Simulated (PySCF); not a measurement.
PySCF input for H₅P, SMILES [P@TB14]([H])([H])([H])([H])[H], PBE0/pcJ-1. Coordinates come from a PBE0-D3(BJ)/def2-TZVPD optimisation.

```python
import numpy as np
from pyscf import gto, scf, dft
from pyscf.prop.ssc import rks as ssc

mol = gto.M(
    atom='''
    P     0.00000000   -0.00000000    0.00000000
    H    -0.00000001    0.00000000    1.48115256
    H     0.00000001   -0.00000000   -1.48115256
    H     1.42739613   -0.00000000    0.00000001
    H    -0.71369807    1.23616131   -0.00000001
    H    -0.71369807   -1.23616131   -0.00000000
    ''',
    basis='pcJ-1',
    charge=0,
    spin=0,
    max_memory=1600,
    verbose=3,
)
mf = dft.RKS(mol, xc='pbe0')
mf.grids.level = 3
mf.conv_tol = 1e-10
mf.max_cycle = 100
mf.kernel()
j = ssc.SSC(mf)
j.with_fcsd = True
j.max_cycle_cphf = 80
j.conv_tol = 1e-7
e11 = j.kernel()
```

Log of the run:

```
converged SCF energy = -341.856100285649
Reduced spin-spin coupling constant K (Hz)
               #0        #1        #2        #3        #4
        0 P    0.00000
        1 H   21.95985   0.00000
        2 H   21.95934   0.14739   0.00000
        3 H   35.97566   1.78014   1.78023   0.00000
        4 H   35.97579   1.78010   1.78017  -0.62875   0.00000
        5 H   35.97673   1.78007   1.78009  -0.62842  -0.62841
               #5
        5 H    0.00000
Spin-spin coupling constant J (Hz)
               #0        #1        #2        #3        #4
        0 P    0.00000
        1 H  277.60645   0.00000
        2 H  277.60003   4.59853   0.00000
        3 H  454.78794  55.54048  55.54301   0.00000
        4 H  454.78959  55.53906  55.54142 -19.61697   0.00000
        5 H  454.80148  55.53825  55.53872 -19.60674 -19.60641
               #5
        5 H    0.00000
```

Self-consistency was reached.
